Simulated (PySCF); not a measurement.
H$_{4}$FGeN (SMILES [NH2][GeH2][F]), singlet, at a GFN2-xTB geometry, with bond 4-1 at 2.4 times its length; CASSCF(6,4)/STO-3G (PySCF).

Here is a job for PySCF.
```python
from pyscf import gto, scf, mcscf
import numpy

mol = gto.Mole()
mol.atom = '''
    Ge   -0.16999883    0.26950503    0.17783452
    N     1.57117145   -0.07690653   -0.09898331
    F    -0.92787990   -1.01905893   -0.70447340
    H    -1.11218411    3.28838441   -1.51788932
    H    -0.76136107    0.09561165    1.55452230
    H     1.85284718   -1.04483087   -0.02617447
    H     2.26377135    0.50756269    0.34280833
'''
mol.basis = 'sto-3g'
mol.verbose = 4
mol.build()

mf = scf.RHF(mol)
mf.kernel()
mc = mcscf.CASSCF(mf, 4, 6)
mc.fix_spin_(ss=0.0)
mc.kernel()
occ = numpy.linalg.eigvalsh(mc.fcisolver.make_rdm1(mc.ci, mc.ncas, mc.nelecas))[::-1]
ss = mc.fcisolver.spin_square(mc.ci, mc.ncas, mc.nelecas)[0]
print('natural occupations', occ.round(4), ' <S^2>', round(ss, 4))
```

Problem. What does PySCF print? Leave out banner, timings and long lists.

Solution. 
```
PySCF version 2.14.0

[INPUT] verbose = 4
[INPUT] num. atoms = 7
[INPUT] num. electrons = 52
[INPUT] charge = 0
[INPUT] spin (= nelec alpha-beta = 2S) = 0
[INPUT] symmetry False subgroup None
[INPUT] Mole.unit = angstrom
[INPUT] Symbol           X                Y                Z      unit          X                Y                Z       unit  Magmom
[...]
nuclear repulsion = 212.139652725898
number of shells = 18
number of NR pGTOs = 96
number of NR cGTOs = 32
basis = sto-3g
ecp = {}

******** <class 'pyscf.scf.hf.RHF'> ********
method = RHF
initial guess = minao
damping factor = 0
level_shift factor = 0
DIIS = <class 'pyscf.scf.diis.CDIIS'>
diis_start_cycle = 1
diis_space = 8
diis_damp = 0
SCF conv_tol = 1e-09
SCF conv_tol_grad = None
SCF max_cycles = 50
direct_scf = True
direct_scf_tol = 1e-13
Set gradient conv threshold to 3.16228e-05
Initial guess from minao.
init E= -2202.82353664697
[...]
cycle= 1 E= -2205.14961047697  delta_E= -2.33  |g|= 0.535  |ddm|= 3.19
[...]
cycle= 2 E= -2205.32322154572  delta_E= -0.174  |g|= 0.275  |ddm|= 3.36
[...]
cycle= 3 E= -2205.43598346319  delta_E= -0.113  |g|= 0.274  |ddm|= 2.65
[...]
cycle= 4 E= -2205.51752358902  delta_E= -0.0815  |g|= 0.112  |ddm|= 0.73
[...]
cycle= 5 E= -2205.52759014776  delta_E= -0.0101  |g|= 0.0501  |ddm|= 0.234
[...]
cycle= 6 E= -2205.53010247374  delta_E= -0.00251  |g|= 0.00937  |ddm|= 0.151
[...]
cycle= 7 E= -2205.53019690398  delta_E= -9.44e-05  |g|= 0.00342  |ddm|= 0.0409
[...]
cycle= 8 E= -2205.53020998162  delta_E= -1.31e-05  |g|= 0.000584  |ddm|= 0.0127
[...]
cycle= 9 E= -2205.53021036927  delta_E= -3.88e-07  |g|= 0.000169  |ddm|= 0.00239
[...]
cycle= 10 E= -2205.53021039012  delta_E= -2.09e-08  |g|= 0.00011  |ddm|= 0.000595
[...]
cycle= 11 E= -2205.53021040196  delta_E= -1.18e-08  |g|= 2.84e-05  |ddm|= 0.000312
[...]
cycle= 12 E= -2205.53021040276  delta_E= -8.03e-10  |g|= 1.43e-06  |ddm|= 0.0001
[...]
Extra cycle  E= -2205.53021040276  delta_E= -2.73e-12  |g|= 7.65e-07  |ddm|= 4.77e-06
converged SCF energy = -2205.53021040276

******** <class 'pyscf.mcscf.mc1step.CASSCF'> ********
CAS (3e+3e, 4o), ncore = 23, nvir = 5
max_cycle_macro = 50
max_cycle_micro = 4
conv_tol = 1e-07
conv_tol_grad = None
orbital rotation max_stepsize = 0.02
orbital rotation threshold for CI restart = 0.01
augmented hessian ah_max_cycle = 30
augmented hessian ah_conv_tol = 1e-12
augmented hessian ah_linear dependence = 1e-14
augmented hessian ah_level shift = 1e-08
augmented hessian ah_start_tol = 2.5
augmented hessian ah_start_cycle = 3
augmented hessian ah_grad_trust_region = 3
kf_trust_region = 3
kf_interval = 4
ci_response_space = 4
ci_grad_trust_region = 3
with_dep4 0
natorb = False
canonicalization = True
sorting_mo_energy = False
ao2mo_level = 2
internal_rotation = False
******** <class 'pyscf.fci.addons.SpinPenaltyFCISolver'> ********
max. cycles = 50
conv_tol = 1e-08
davidson only = True
linear dependence = 1e-12
level shift = 0.001
max iter space = 12
nroots = 1
pspace_size = 400
spin = None
CASCI E = -2205.71035993077  S^2 = 0.0000000
Set conv_tol_grad to 0.000316228
macro iter   1 ( 20 JK    4 micro), CASSCF E = -2205.71386659646  dE = -3.50666570e-03  S^2 = 0.0000000
               |grad[o]|=0.0453  |grad[c]|=0.00569  |ddm|=0.0389  |maxRot[o]|=0.181
macro iter   2 ( 11 JK    3 micro), CASSCF E = -2205.71387800687  dE = -1.14104027e-05  S^2 = 0.0000000
               |grad[o]|=0.019  |grad[c]|=0.00471  |ddm|=0.00815  |maxRot[o]|=0.0821
macro iter   3 (  7 JK    2 micro), CASSCF E = -2205.71387847513  dE = -4.68265171e-07  S^2 = 0.0000000
               |grad[o]|=0.000796  |grad[c]|=0.0055  |ddm|=0.00488  |maxRot[o]|=0.0699
macro iter   4 (  7 JK    2 micro), CASSCF E = -2205.71387878481  dE = -3.09674306e-07  S^2 = 0.0000000
               |grad[o]|=0.000573  |grad[c]|=0.000139  |ddm|=0.00192  |maxRot[o]|=0.0685
macro iter   5 (  7 JK    2 micro), CASSCF E = -2205.71387915273  dE = -3.67925622e-07  S^2 = 0.0000000
[...]
macro iter   8 (  7 JK    2 micro), CASSCF E = -2205.71388056703  dE = -5.77041646e-07  S^2 = 0.0000000
               |grad[o]|=0.000478  |grad[c]|=0.00388  |ddm|=0.00189  |maxRot[o]|=0.0699
macro iter   9 (  7 JK    2 micro), CASSCF E = -2205.71388127286  dE = -7.05833372e-07  S^2 = 0.0000000
               |grad[o]|=0.000463  |grad[c]|=0.00353  |ddm|=0.00179  |maxRot[o]|=0.0699
macro iter  10 (  7 JK    2 micro), CASSCF E = -2205.71388212175  dE = -8.48895070e-07  S^2 = 0.0000000
               |grad[o]|=0.000446  |grad[c]|=0.00335  |ddm|=0.00173  |maxRot[o]|=0.0699
macro iter  11 (  7 JK    2 micro), CASSCF E = -2205.71388309867  dE = -9.76919182e-07  S^2 = 0.0000000
               |grad[o]|=0.000422  |grad[c]|=0.00308  |ddm|=0.00153  |maxRot[o]|=0.0699
macro iter  12 (  7 JK    2 micro), CASSCF E = -2205.71388419410  dE = -1.09542680e-06  S^2 = 0.0000000
               |grad[o]|=0.000395  |grad[c]|=0.00306  |ddm|=0.00139  |maxRot[o]|=0.0699
macro iter  13 (  7 JK    2 micro), CASSCF E = -2205.71388534647  dE = -1.15236799e-06  S^2 = 0.0000000
               |grad[o]|=0.000358  |grad[c]|=0.00292  |ddm|=0.00111  |maxRot[o]|=0.0699
macro iter  14 (  7 JK    2 micro), CASSCF E = -2205.71388649266  dE = -1.14619570e-06  S^2 = 0.0000000
               |grad[o]|=0.000316  |grad[c]|=0.00297  |ddm|=0.000887  |maxRot[o]|=0.0699
macro iter  15 (  7 JK    2 micro), CASSCF E = -2205.71388753812  dE = -1.04545643e-06  S^2 = 0.0000000
               |grad[o]|=0.000268  |grad[c]|=0.003  |ddm|=0.000659  |maxRot[o]|=0.0699
macro iter  16 (  7 JK    2 micro), CASSCF E = -2205.71388840214  dE = -8.64017693e-07  S^2 = 0.0000000
               |grad[o]|=0.000218  |grad[c]|=0.00347  |ddm|=0.000574  |maxRot[o]|=0.0699
macro iter  17 (  7 JK    2 micro), CASSCF E = -2205.71388899599  dE = -5.93852747e-07  S^2 = 0.0000000
               |grad[o]|=0.000163  |grad[c]|=0.00374  |ddm|=0.000538  |maxRot[o]|=0.0699
macro iter  18 (  7 JK    2 micro), CASSCF E = -2205.71388933105  dE = -3.35061031e-07  S^2 = 0.0000000
               |grad[o]|=0.0001  |grad[c]|=0.00626  |ddm|=0.00091  |maxRot[o]|=0.0699
macro iter  19 (  7 JK    2 micro), CASSCF E = -2205.71388952366  dE = -1.92605967e-07  S^2 = 0.0000000
               |grad[o]|=6.88e-05  |grad[c]|=0.005  |ddm|=0.000834  |maxRot[o]|=0.0699
macro iter  20 (  6 JK    1 micro), CASSCF E = -2205.71388971782  dE = -1.94160293e-07  S^2 = 0.0000000
               |grad[o]|=7.37e-05  |grad[c]|=0.00225  |ddm|=0.000191  |maxRot[o]|=0.0799
macro iter  21 (  6 JK    1 micro), CASSCF E = -2205.71388990243  dE = -1.84615146e-07  S^2 = 0.0000000
               |grad[o]|=0.000106  |grad[c]|=0.00277  |ddm|=0.000312  |maxRot[o]|=0.0799
macro iter  22 (  7 JK    2 micro), CASSCF E = -2205.71389005276  dE = -1.50323558e-07  S^2 = 0.0000000
               |grad[o]|=8.69e-05  |grad[c]|=0.00292  |ddm|=0.000342  |maxRot[o]|=0.0699
macro iter  23 (  7 JK    2 micro), CASSCF E = -2205.71389018451  dE = -1.31754859e-07  S^2 = 0.0000000
               |grad[o]|=7e-05  |grad[c]|=0.00346  |ddm|=0.000483  |maxRot[o]|=0.0699
macro iter  24 (  7 JK    2 micro), CASSCF E = -2205.71389029527  dE = -1.10761448e-07  S^2 = 0.0000000
               |grad[o]|=5.55e-05  |grad[c]|=0.00385  |ddm|=0.000436  |maxRot[o]|=0.0699
macro iter  25 (  6 JK    1 micro), CASSCF E = -2205.71389039113  dE = -9.58571036e-08  S^2 = 0.0000000
               |grad[o]|=3.88e-05  |grad[c]|=0.00519  |ddm|=0.00035  |maxRot[o]|=0.0799
macro iter  26 (  1 JK    1 micro), CASSCF E = -2205.71389039118  dE = -5.27506927e-11  S^2 = 0.0000000
               |grad[o]|=2.35e-05  |grad[c]|=8.46e-06  |ddm|=1.21e-05  |maxRot[o]|=    0
1-step CASSCF converged in  26 macro (190 JK  51 micro) steps
CASSCF canonicalization
Density matrix diagonal elements [1.99993458 1.99715394 1.14575166 0.85715982]
CASSCF energy = -2205.71389039118
CASCI E = -2205.71389039118  E(CI) = -6.71315974730123  S^2 = 0.0000000
natural occupations [2.     2.     1.1444 0.8556]  <S^2> 0.0
```
